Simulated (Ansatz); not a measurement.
Species: F3Si, SMILES `F[Si](F)F` (charge 0, multiplicity 2).

Task: Give a relaxed geometry from r2SCAN-D4/def2-TZVP run with Ansatz (a program for electronic structure).

Result: the end point of this relaxation (outside a Z-matrix the atoms follow the SMILES, hydrogens last).
Bond lengths (Å): F1–Si2 1.583, Si2–F3 1.584, Si2–F4 1.583. Angles (°): F1–Si2–F3 107.8, F1–Si2–F4 107.8, F3–Si2–F4 107.8.
